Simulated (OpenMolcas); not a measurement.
Tb3+ among 6 point charges of -1 e arranged as a tetragonal octahedron (D4h). The axial distance is 0.95 times the equatorial one, R.

* Program: OpenMolcas
* Method: CASSCF
* Basis: ANO-RCC-VDZP [7s6p4d2f1g]
* Scalar Hamiltonian: DKH2, point nucleus
* Active space: 8 electrons in 7 orbitals (4f)
* State averaging: 2S+1 = 7 even, 7 roots; 2S+1 = 5 even, 62 roots kept (CI in the orbitals of an earlier block); 2S+1 = 3 even, 2 roots kept (CI in the orbitals of an earlier block, 0 in the spin-orbit step)
* Spin-orbit coupling: RASSI with atomic mean-field integrals over the reference wave functions

All point charges move together. At R = 2.37 Å the width of the lowest J multiplet is 351 cm-1, and at R = 2.57 Å it is 257 cm-1.

**Question.** A third run gives 462 cm-1. What distance was it run at?

**Answer.** With a power law R^-n the two known points give n = -ln(257 / 351) / ln(2.57 / 2.37) = 3.85. Then R = 2.37 × (351 / 462)^(1/3.85) = 2.207 Å. The run was at 2.21 Å, so the estimate is off by -0.003 Å.

High states are left out of the spin-orbit mixing, which shifts the levels that they would mix with. Point charges carry no covalency, so the field is a model and not that of real ligands. A group larger than the point group allows holds several states that coincide in this model. No measured value stands beside these numbers.
